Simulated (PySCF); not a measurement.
# Correlation energy of Sn⁺ (tin, charge +1)

[Kr] 4d10 5s2 5p1, 2P determinant. All numbers are calculated (PySCF 2.14, a scalar-relativistic core potential, in aug-cc-pVDZ-PP with ECP28MDF). Frozen: 4s2 4p6 4d10; 3 electrons correlated.

MP2 pair energies summed by pair of shells (mhartree):

```tsv
pair	energy	share (%)
5s-5s	-15.92	59.2
5s-5p	-10.96	40.8
```

Total MP2 correlation energy: -26.88 mhartree.

Same-spin part -1.89 and opposite-spin part -25.00 mhartree; SCS-MP2 scales them by 1/3 and 6/5 to -30.62 mhartree.

```
  level  correlation energy (mhartree)
   CCSD                         -40.07
    (T)                          -0.39
CCSD(T)                         -40.46
```

Diagnostics: T1 = 0.0098, D1 = 0.0237, largest double amplitude 0.095.

**Question.** Is a single reference adequate?

**Answer.** Mostly. T1 lies below 0.03, but a double amplitude of this size points to a near-degeneracy that CCSD handles and MP2 describes poorly.
